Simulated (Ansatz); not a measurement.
**Pulling the pair apart**

The pair of H3O⁺ (SMILES [OH3+], atoms 1–4) and Br2 (SMILES BrBr, atoms 5–6), both closed shells, in one local arrangement (a lower one may exist), relaxed at PBE0-D4/def2-TZVP:

```
6
angstrom
O 0.2364 -0.0128 -1.0672
H -0.3643 0.4160 -1.7014
H 0.6607 -0.8002 -1.4505
H -0.2035 -0.1907 -0.1318
Br 0.5930 1.0076 2.6472
Br -0.9223 -0.4199 1.7039
```

Br2 is shifted rigidly along the line between the mean atom positions of the two fragments (negative: closer). Counterpoise interaction energies in kcal/mol. Program: Ansatz 0.2.0. Basis: def2-TZVPPD. Cores are frozen in the correlated methods. Filled d shells of the heavier atoms are correlated. The def2 sets are not built for correlating such inner shells, so the correlated values are less sure here.

```csv
shift (Å),PBE-D4,wB97M-V,r2SCAN-D4
-0.20,-18.66,-14.78,-17.23
-0.10,-20.22,-16.50,-18.72
0.00,-20.70,-17.15,-19.13
0.10,-20.44,-17.06,-18.82
0.24,-19.28,-16.16,-17.62
0.50,-16.05,-13.39,-14.40
0.99,-9.91,-8.06,-8.60
1.98,-3.45,-2.81,-2.91
```

Problem. What does CCSD(T) give at these shifts? (To be estimated.)

Solution. By the calculation: -13.51, -15.33, -16.05, -16.03, -15.21, -12.59, -7.58, -2.69 kcal/mol. For zero shift, CCSD(T) at an estimated basis limit (MP2 extrapolated from triple and quadruple zeta, plus CCSD(T) − MP2 in triple zeta) gives -16.97 kcal/mol. These are counterpoise interaction energies, counted from the two frozen fragments.

No T1 diagnostic of these runs exceeds 0.008.

For scale, one of the runs: CCSD(T)/def2-TZVPPD, 205 basis functions, launched by `ansatz run in.yaml --threads 4 --pin off --events-out ev --progress --plain --max-ram 9574MiB`. Time: 39 s of wall clock on 4 CPU threads of an AMD EPYC 9R45; the host was shared. Peak host memory: 2.8 GiB.
